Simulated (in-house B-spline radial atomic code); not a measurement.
The titanium ion Ti³⁺ is squeezed into an impenetrable sphere of radius R (the orbitals vanish at R). No spin polarisation. Computed with an all-electron radial atomic-structure program (B-spline basis): non-relativistic Hartree-Fock, average of configuration, point nucleus.

Energies in eV above the free ion in [Ar] 3d1:

| R (bohr) | highest level (eV) | [Ar] 3d1 | [Ne] 3s2 3p5 3d2 | -dE/dV in [Ar] 3d1 (GPa) |
| --- | --- | --- | --- | --- |
| 9.31 | -43.3 | 0 | 36.87 | 6.05e-08 |
| 6.83 | -43.3 | 3.514e-05 | 36.87 | 0.00019 |
| 5.21 | -43.3 | 0.003586 | 36.88 | 0.0316 |
| 4.17 | -43.3 | 0.06333 | 36.98 | 0.868 |
| 3.67 | -43.2 | 0.2582 | 37.28 | 4.73 |
| 3.15 | -42.5 | 1.195 | 38.56 | 31.5 |
| 2.7 | -40.6 | 4.858 | 42.96 | 183 |
| 2.33 | -36.2 | 16.08 | 55.33 | 835 |
| 1.68 | -7.66 | 139.9 | 181.7 | 14500 |
| 1.41 | 26.5 | 354.4 | 393.7 | 53800 |

Does [Ne] 3s2 3p5 3d2 fall below [Ar] 3d1 under compression?

No, it stays above over the whole range.

The highest level is first positive in the row R = 1.41 bohr, pushed up by confinement above the zero of the free ion's potential. Each configuration is held fixed and needn't be the lowest in the sphere.
